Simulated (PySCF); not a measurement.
Record of a relaxation.

Compound: Ga(NH2Me)H3, CH8GaN.
Bonds: Ga1–N2, N2–C3. Hydrogens: H9, H10, H11 on Ga1; H4, H5 on N2; H6, H7, H8 on C3.

Computed by this run: PBE0-D3(BJ)/def2-SVP geometry optimisation, gas phase (PySCF); density fitting, grid level 1; the optimiser is geomeTRIC in internal coordinates, started from a GFN1-xTB structure with every atom displaced at random (about 0.03 Å). The frame can shift and turn from step to step; on so coarse a grid that alone can change the energy by a few meV, and forces under 0.02 eV/Å are noise.

Step 0: E = -55016.4653 eV, largest atomic force 3.351 eV/Å
```
atom  x, y, z in Å  |  force x, y, z in eV/Å
Ga1    -0.190   -0.483   -1.682   -1.871   1.226   0.547
N2     -0.255   -0.414    0.509    1.887  -0.626  -0.150
C3      0.376    0.712    1.160    3.282  -0.448   0.510
H4      0.292   -1.248    0.840   -1.254   0.650  -0.440
H5     -1.201   -0.445    0.826   -0.990  -0.606   0.189
H6      0.356    0.625    2.265   -0.181   0.114  -0.161
H7      1.513    0.730    0.889   -1.843  -0.078   0.295
H8      0.013    1.671    0.869   -0.797   0.895  -0.495
H9      1.275   -0.404   -1.886    1.611  -0.064  -0.215
H10    -1.024    0.916   -1.904    0.330  -0.485   0.032
H11    -1.057   -1.745   -1.854   -0.175  -0.578  -0.114
```

Step 1: E = -55016.8054 eV, largest atomic force 0.531 eV/Å
```
atom  x, y, z in Å  |  force x, y, z in eV/Å
Ga1    -0.206   -0.441   -1.646   -0.345   0.312   0.256
N2     -0.237   -0.430    0.519    0.225   0.179  -0.017
C3      0.416    0.713    1.155    0.222   0.151   0.050
H4      0.232   -1.286    0.806   -0.096  -0.174   0.048
H5     -1.207   -0.501    0.826   -0.007  -0.075  -0.056
H6      0.393    0.676    2.258   -0.161  -0.007  -0.041
H7      1.475    0.749    0.862   -0.006  -0.082  -0.134
H8     -0.036    1.653    0.807   -0.106  -0.066   0.022
H9      1.354   -0.410   -1.861    0.062  -0.105  -0.028
H10    -0.998    0.927   -1.842    0.083  -0.014  -0.051
H11    -1.088   -1.736   -1.855    0.130  -0.119  -0.048
```

Step 2: E = -55016.8267 eV, largest atomic force 0.211 eV/Å
```
atom  x, y, z in Å  |  force x, y, z in eV/Å
Ga1    -0.215   -0.421   -1.623   -0.139   0.108   0.116
N2     -0.228   -0.433    0.526    0.008  -0.043  -0.049
C3      0.424    0.716    1.149   -0.053   0.059   0.003
H4      0.223   -1.303    0.808    0.003  -0.040   0.034
H5     -1.200   -0.510    0.827    0.012   0.012  -0.038
H6      0.385    0.685    2.250   -0.018   0.014  -0.004
H7      1.474    0.747    0.834    0.056   0.005  -0.041
H8     -0.058    1.638    0.792    0.020  -0.032   0.037
H9      1.353   -0.418   -1.844   -0.020  -0.064  -0.015
H10    -0.987    0.948   -1.836    0.031   0.029  -0.019
H11    -1.074   -1.734   -1.852    0.100  -0.048  -0.026
```

Step 3: E = -55016.8317 eV, largest atomic force 0.054 eV/Å
```
atom  x, y, z in Å  |  force x, y, z in eV/Å
Ga1    -0.223   -0.411   -1.610   -0.040   0.031   0.010
N2     -0.227   -0.437    0.527   -0.026  -0.046  -0.010
C3      0.426    0.717    1.146   -0.046  -0.015  -0.021
H4      0.219   -1.311    0.811    0.022   0.025   0.016
H5     -1.201   -0.513    0.824    0.006   0.032  -0.007
H6      0.385    0.691    2.247    0.023  -0.005   0.007
H7      1.474    0.749    0.821    0.000   0.013   0.010
H8     -0.064    1.634    0.791    0.019  -0.003   0.005
H9      1.346   -0.429   -1.835   -0.017  -0.023  -0.009
H10    -0.983    0.963   -1.833    0.017   0.006   0.006
H11    -1.054   -1.738   -1.858    0.043  -0.016  -0.008
```

Step 4: E = -55016.8326 eV, largest atomic force 0.028 eV/Å
```
atom  x, y, z in Å  |  force x, y, z in eV/Å
Ga1    -0.226   -0.409   -1.607   -0.007   0.001  -0.016
N2     -0.229   -0.438    0.528   -0.018  -0.020  -0.002
C3      0.424    0.716    1.146   -0.024  -0.009  -0.006
H4      0.218   -1.309    0.815    0.006   0.013   0.007
H5     -1.203   -0.510    0.823    0.001   0.014   0.002
H6      0.388    0.690    2.246    0.017  -0.006   0.004
H7      1.472    0.750    0.818    0.006   0.009   0.006
H8     -0.065    1.634    0.792    0.004   0.005  -0.001
H9      1.342   -0.433   -1.836   -0.002  -0.004  -0.003
H10    -0.981    0.967   -1.830    0.004   0.003   0.009
H11    -1.043   -1.743   -1.863    0.013  -0.006   0.000
```

Step 5: E = -55016.8328 eV, largest atomic force under 0.02 eV/Å
```
atom  x, y, z in Å  |  force x, y, z in eV/Å
Ga1    -0.226   -0.409   -1.608    0.002  -0.005  -0.011
N2     -0.231   -0.437    0.528   -0.001   0.000   0.000
C3      0.423    0.716    1.145    0.004   0.000   0.000
H4      0.217   -1.308    0.817   -0.004   0.000   0.003
H5     -1.205   -0.507    0.824   -0.001   0.003   0.002
H6      0.391    0.689    2.246    0.005  -0.003   0.000
H7      1.471    0.752    0.817   -0.004   0.001   0.001
H8     -0.066    1.635    0.794   -0.004   0.001   0.000
H9      1.341   -0.436   -1.838    0.003   0.003   0.000
H10    -0.980    0.967   -1.828    0.000   0.000   0.004
H11    -1.036   -1.747   -1.866    0.001  -0.001   0.001
```

**Question.** Summarise the path.

**Answer.** The energy falls by 0.3675 eV from step 0 to step 5; nine tenths of that is first reached at step 1. It falls at every step. The largest force goes from 3.351 to under 0.02 eV/Å. Among the bonds Ga1–H9 changes most, from 1.481 to 1.585 Å; the atoms move by 0.082 Å rms after alignment.

The cost below is that of the whole optimisation. The run took 16 s of wall time on one thread of an Arm Neoverse V2, on a shared host, and the process peaked at 0.40 GiB of memory.
